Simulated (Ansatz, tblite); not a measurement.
Forces on the cluster PtI₂ at its r2SCAN-D4/def2-TZVP geometry. Total charge 0; singlet.

In the def2 sets I, Pt take a core potential; there is no spin–orbit coupling. The xTB rows come from tblite. At PBE-D4/def2-TZVP the restricted singlet is unstable: a solution with broken spin symmetry lies lower. At PBE-D4/def2-TZVP an occupied level lies above an empty one. The order of the spin states hangs on the level: the triplet lies 0.78 eV below the singlet at PBE0-D4/def2-TZVP, but 0.07 eV above it at GFN1-xTB. The structure comes from a short search, and lower isomers may exist.

GFN1-xTB (tblite), largest force 0.27 eV/Å:

```xyz
3
positions Å, forces eV/Å
Pt    0.000    0.000    0.000    0.002    0.001   -0.003
I     1.170    0.498   -2.105    0.127    0.054   -0.228
I    -1.170   -0.498    2.105   -0.128   -0.055    0.231
```

GFN2-xTB (tblite), largest force 0.01 eV/Å:

```
Pt 0.001 0.001 -0.002
I -0.003 -0.001 0.006
I 0.002 0.001 -0.003
```

PBE-D4/def2-TZVP (Ansatz), largest force 0.20 eV/Å:

```
Pt 0.001 0.000 -0.002
I 0.093 0.040 -0.167
I -0.094 -0.040 0.169
```
